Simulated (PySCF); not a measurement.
**Steps of a relaxation of La(OH)3(NH3)**

La(OH)3(NH3) (singlet). PySCF 2.14.0, RKS PBE0, La def2-SVP with ECP46, O def2-SVP, H def2-SVP, N def2-SVP; non-relativistic Hamiltonian with scalar-relativistic core potentials where named; density fitting; no spin-orbit coupling. Origin of the start: template. Columns: position (Å) and force (eV/Å). Energies are counted from the last step; some of the 19 steps are shown. Forces carry noise of the integration grid, about 0.01 to 0.03 eV/Å.

Run from Python with OMP_NUM_THREADS=2. Where DIIS fails, smearing, a level shift and second-order steps follow.
It took 78 s on 2 threads of Arm Neoverse V2, on a shared host, from the converged density of the start.

```xyz
11
step 0  E = 0.287 eV
La    0.0184   -0.0172    0.0148     1.44   -1.38    1.31
O     1.3191    1.2835    1.3155    -0.47   -0.20   -0.24
H     1.8387    1.5556    2.0826    -0.22   -0.14   -0.38
O    -1.2823   -1.3179    1.3155     0.00    0.62   -0.28
H    -1.8019   -1.5900    2.0826     0.31    0.04   -0.34
O     1.3191   -1.3179   -1.2859    -0.43    0.27    0.19
H     1.8387   -2.0850   -1.5580    -0.23    0.37    0.15
N    -1.4943    1.4955   -1.4979    -0.32    0.33   -0.32
H    -2.1074    2.1086   -0.9608    -0.06    0.07    0.04
H    -0.9572    2.1086   -2.1110     0.04    0.07   -0.07
H    -2.1074    0.9584   -2.1110    -0.06   -0.05   -0.07
```

```xyz
11
step 6  E = 0.029 eV
La    0.1407   -0.1609    0.1711     0.02    0.04   -0.06
O     1.2707    1.3316    1.3436     0.13    0.02    0.19
H     1.8365    1.7627    1.9932    -0.19   -0.10   -0.25
O    -1.4047   -1.2449    1.3141     0.03    0.04    0.06
H    -1.8960   -1.6543    2.0289     0.02    0.01   -0.10
O     1.2872   -1.3379   -1.3134     0.04   -0.14    0.03
H     1.7941   -2.0391   -1.7342    -0.13    0.21    0.06
N    -1.4404    1.4596   -1.4573     0.05   -0.05    0.05
H    -2.0474    2.0800   -0.9188     0.02   -0.02    0.01
H    -0.8978    2.0652   -2.0756     0.01   -0.02    0.02
H    -2.0591    0.9201   -2.0652     0.01    0.00    0.01
```

```xyz
11
step 12  E = 0.001 eV
La    0.1716   -0.2022    0.2485    -0.02   -0.03    0.06
O     1.2755    1.3741    1.3265    -0.04   -0.05   -0.08
H     1.8144    1.9703    1.8433     0.05    0.05    0.05
O    -1.4715   -1.1987    1.3324     0.11    0.10   -0.10
H    -2.0804   -1.6843    1.8843    -0.10   -0.07    0.08
O     1.2164   -1.3594   -1.3112    -0.05    0.07    0.06
H     1.7407   -1.9090   -1.8900     0.06   -0.07   -0.07
N    -1.3537    1.3783   -1.3647    -0.02    0.02   -0.02
H    -1.9560    2.0060   -0.8301     0.00    0.00    0.00
H    -0.8007    1.9723   -1.9843     0.00    0.00    0.00
H    -1.9725    0.8346   -1.9682     0.00    0.00    0.01
```

Task: Where does the relaxation end?

Result: It converges at step 18 in Cs:
```xyz
11
step 18  E = 0
La    0.1770   -0.2177    0.2699
O     1.2873    1.3833    1.3031
H     1.8140    1.9984    1.8129
O    -1.4926   -1.1903    1.3350
H    -2.1236   -1.6848    1.8583
O     1.2161   -1.3517   -1.3108
H     1.7363   -1.8857   -1.9107
N    -1.3424    1.3645   -1.3457
H    -1.9507    1.9878   -0.8131
H    -0.7845    1.9606   -1.9584
H    -1.9532    0.8176   -1.9540
```

Task: How did the contacts change?

Result: 
```tsv
contact	start (Å)	end (Å)
La1–O2 (OH)	2.253	2.205
La1–O4 (OH)	2.253	2.206
La1–O6 (OH)	2.253	2.205
La1–N8 (NH3)	2.620	2.724
```
